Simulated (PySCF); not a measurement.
## Diatomics of Li with group 13

CCSD(T) with double-zeta basis sets in PySCF, for the lowest determinant that a PBE0 search found; no spin–orbit coupling. De refers to high-spin ground-configuration atoms.

| M | basis | reference, frozen orbitals | state (unpaired electrons) | Re (Å) | ωe (cm⁻¹) | De (eV) |
| --- | --- | --- | --- | --- | --- | --- |
| B | def2-SVPD | UHF, 1 | triplet (σ ↑, π ↑) | 2.151 | 542 | 1.13 |
| In | def2-SVP | RHF, 4 | singlet (closed shell) | 3.028 | 257 | 0.83 |
| Tl | def2-SVP | RHF, 4 | singlet (closed shell) | 3.053 | 246 | 0.83 |

The shortest bond is that of LiB (2.151 Å), the longest that of LiTl (3.053 Å).

The rows differ in basis set, which adds steps of its own.

The state changes along the series, so neighbouring rows are not always alike in their bonding.

Correlated steps freeze the inner cores (1 to 4 orbitals); shallow outer-core shells are correlated. Correlated levels converge slowly with the basis: in double zeta they bind strong bonds too weakly, by up to about 1 eV, and carry superposition errors of some tenths. These are scalar-relativistic numbers at best; spin–orbit coupling would shift them, the dissociation energy most. Where the molecule has an RHF reference, its open-shell atoms are computed with UHF. States were picked by a PBE0 search and need not be the measured ground states.
